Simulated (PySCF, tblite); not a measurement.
Isomers of C3H8NOSi (doublet state). Computed with GFN2-xTB (tblite): harmonic, unscaled wavenumbers at the GFN2-xTB geometry, gas phase. Against measured fundamentals such values can be off by several per cent, at times by over 20. Modes of hydrogen on silicon can be 10 to 20 % off. One conformer each. Open shells enter through the occupations alone, without spin polarisation, and single modes of such species can be off by tens of per cent.

Electronic energies: B3LYP/pcH-1 single points on the GFN2-xTB geometries (PySCF, gas phase).

```tsv
SMILES	electronic energy, lowest = 0 (kcal/mol)
C[CH]C(=O)[SiH2]N	11.3
C/N=[C]\[SiH2]OC	23.4
C=CCO[SiH]N	0.0
[CH2]/N=C/[SiH2]OC	21.9
C=CCO[SiH2][NH]	23.1
```

**Question.** How do GFN2-xTB zero-point energies change the relative energies?

**Answer.** 
| SMILES | ZPE (kcal/mol) | of it from modes above 1550 cm⁻¹ | electronic (kcal/mol) | with ZPE, lowest = 0 (kcal/mol) | lowest mode (cm⁻¹) | rings |
| --- | --- | --- | --- | --- | --- | --- |
| C=CCO[SiH]N | 66.6 | 37.1 | 0.0 | 0.0 | 11 | 0 |
| C[CH]C(=O)[SiH2]N | 63.6 | 35.9 | 11.3 | 8.4 | 28 | 0 |
| [CH2]/N=C/[SiH2]OC | 63.6 | 34.2 | 21.9 | 18.9 | 58 | 0 |
| C=CCO[SiH2][NH] | 63.2 | 34.9 | 23.1 | 19.8 | 22 | 0 |
| C/N=[C]\[SiH2]OC | 64.5 | 34.6 | 23.4 | 21.4 | 41 | 0 |

The zero-point energies span 3.4 kcal/mol, from `C=CCO[SiH2][NH]` to `C=CCO[SiH]N`. The order is unchanged.

**Question.** And how do the electronic energies of GFN2-xTB itself compare?

**Answer.** `C=CCO[SiH]N` 0.0; `C[CH]C(=O)[SiH2]N` 14.4; `[CH2]/N=C/[SiH2]OC` 2.8; `C=CCO[SiH2][NH]` 12.0; `C/N=[C]\[SiH2]OC` 4.8 kcal/mol, lowest = 0. Against the energies above, taken from the same isomer `C=CCO[SiH]N`, the largest difference is 19.1 kcal/mol.

**Question.** What do entropy and thermal enthalpy add at 298.15 K and 1 bar (rigid rotor, harmonic oscillator, one conformer each)?

**Answer.** 
| SMILES | point group | symmetry number | S (cal/(mol K)) | H − H(0) (kcal/mol) | ZPE + H − H(0) − TS (kcal/mol) |
| --- | --- | --- | --- | --- | --- |
| C[CH]C(=O)[SiH2]N | C1 | 1 | 94.5 | 6.38 | 41.8 |
| [CH2]/N=C/[SiH2]OC | C1 | 1 | 93.5 | 6.19 | 41.9 |
| C/N=[C]\[SiH2]OC | C1 | 1 | 97.1 | 6.46 | 42.1 |

S holds R ln(2S + 1) for the spin.

Not tabulated: `C=CCO[SiH]N` (lowest mode only 11 cm⁻¹); `C=CCO[SiH2][NH]` (lowest mode only 22 cm⁻¹).
